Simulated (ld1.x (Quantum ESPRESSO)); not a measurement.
**Zr, ultrasoft: configuration errors across variants**

| Quantity | Value |
| --- | --- |
| Element | zirconium |
| Generator | ld1.x (Quantum ESPRESSO) 7.5 |
| Type | ultrasoft |
| Functional | PBEsol |
| Relativity | scalar-relativistic |
| Frozen core | [Ar] 3d10 |
| Valence charge | 12 |
| Reference configuration | 4s2 4p6 4d2 5s1.5 5p0.5 |
| Partial waves | 4s (bound): rcut 1.55, rcutus 1.85 bohr; 5s (bound): rcut 1.55, rcutus 1.85 bohr; 4p (bound): rcut 2.10, rcutus 2.80 bohr; 5p (bound): rcut 2.10, rcutus 2.80 bohr; 4d (bound): rcut 1.25, rcutus 1.70 bohr; 4d channel at 0.25 Ry: rcut 1.25, rcutus 1.70 bohr |
| Local potential | all-electron potential smoothed inside 1.80 bohr (lloc = -2) |
| Core correction | Bessel-smoothed model core, default radius (core density twice the valence density) |
| Augmentation charge | PSQ, inside the norm-conserving radii |

All-electron excitation energies from the reference (eV): (1) 4s2 4p6 4d2 5s2 5p0 -1.521; (2) 4s2 4p6 4d2 5s1 5p0 5.650; (3) 4s2 4p6 4d2 5s0 5p0 18.559; (4) 4s2 4p6 4d1 5s0 5p0 41.144; (5) 4s2 4p6 4d0 5s0 5p0 75.313; (6) 4s2 4p6 4d2 5s0 5p1 9.395; (7) 4s1 4p6 4d2 5s2 5p0 58.965.

The overlap operator is not positive definite (basis up to 400 Ry) in “local potential all-electron potential smoothed inside 1.18 bohr (lloc = -2)”, “local potential all-electron potential smoothed inside 1.30 bohr (lloc = -2)”. Such files are unfit for use, however small their errors in these radial tests.

Errors AE − PS in meV (a dash: test not solved or not reliable):

| change | (1) | (2) | (3) | (4) | (5) | (6) | (7) | bound ghosts |
| --- | --- | --- | --- | --- | --- | --- | --- | --- |
| base | -1.0 | -0.7 | -4.2 | -4.5 | +9.7 | -9.6 | -35 | none |
| local potential all-electron potential smoothed inside 1.18 bohr (lloc = -2) | -1.1 | -0.8 | -4.1 | – | – | – | – | not determined (overlap not positive) |
| local potential all-electron potential smoothed inside 1.30 bohr (lloc = -2) | -1.0 | -0.9 | -4.2 | -4.0 | +12 | -9.7 | -138 | not determined (overlap not positive) |
| local potential all-electron potential smoothed inside 1.72 bohr (lloc = -2) | -1.0 | -0.7 | -4.2 | -4.0 | +12 | -9.6 | -18 | none |
| local potential all-electron potential smoothed inside 1.90 bohr (lloc = -2) | -1.0 | -0.8 | -4.2 | -5.3 | +4.1 | -9.2 | -43 | none |
| local potential all-electron potential smoothed inside 2.40 bohr (lloc = -2) | -1.1 | -0.8 | -5.0 | -3.5 | +14 | -12 | -62 | none |
| local potential all-electron potential smoothed inside 2.72 bohr (lloc = -2) | -1.1 | -0.8 | -5.1 | -3.7 | +12 | -12 | -63 | none |
| local potential all-electron potential smoothed inside 3.04 bohr (lloc = -2) | -1.2 | -0.9 | -5.2 | -3.9 | +10 | -12 | -64 | none |
| local potential all-electron potential smoothed inside 3.26 bohr (lloc = -2) | -1.2 | -0.9 | -5.1 | -4.1 | +12 | -12 | -60 | none |

(1) Give the same row for: local potential all-electron potential smoothed inside 2.18 bohr (lloc = -2).

Answers

(1) -1.1, -0.8, -5.1, -2.9, +15, -12, -66; bound ghosts: none.
